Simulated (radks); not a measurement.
Results of a calculation; reference values are marked as such.
The mean radii <r> (bohr) of the occupied orbitals of an atom or ion are listed with their occupations. Level of theory: scalar-relativistic Kohn-Sham, LB94 model potential, spin-polarised, spherical densities, finite nucleus; Fermi nuclear charge, rms radius of each element as measured or else 0.836 A^(1/3) + 0.57 fm (a radial shooting solver on a logarithmic mesh with Libxc functionals).

orbital  occ.      <r>
1s          2  0.02271
2s          2  0.09684
2p          6  0.08528
3s          2   0.2543
3p          6   0.2524
3d         10   0.2300
4s          2   0.5652
4p          6   0.5920
4d         10   0.6244

Name the element and its charge. Open shells, if any, are filled with parallel spins first.

Answer. Z = 62, samarium, charge +16: Sm16+ in [Kr] 4d10. The 1s radius gives Z: for a bare nucleus <r> = (2 gamma + 1)/(2Z) with gamma = sqrt(1 - (Z/c)^2), 0.02245 bohr for Z = 62, and screening makes it slightly larger (0.02271 here). The occupations add up to 46, and the charge is Z minus that.
